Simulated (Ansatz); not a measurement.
All numbers were calculated with Ansatz.

A structure relaxed at PBE0-D4/def2-TZVP, charge 0, multiplicity 1:

Cartesian coordinates in Å:
```
N -0.203 0.922 0.476
Ga 0.188 -0.595 -0.391
F 1.815 -0.846 -0.965
Cl -1.230 -2.100 -0.845
H 0.514 1.556 0.785
H -1.083 1.062 0.940
```

(1) Give its formula and SMILES.

(2) Summarise the bond lengths by kind.

## Answers

(1) ClFGaH2N, `[NH2][Ga]([F])[Cl]`.

(2) 1 × Ga–N 1.790 Å; 2 × H–N 1.005 Å; 1 × F–Ga 1.743 Å; 1 × Cl–Ga 2.117 Å.
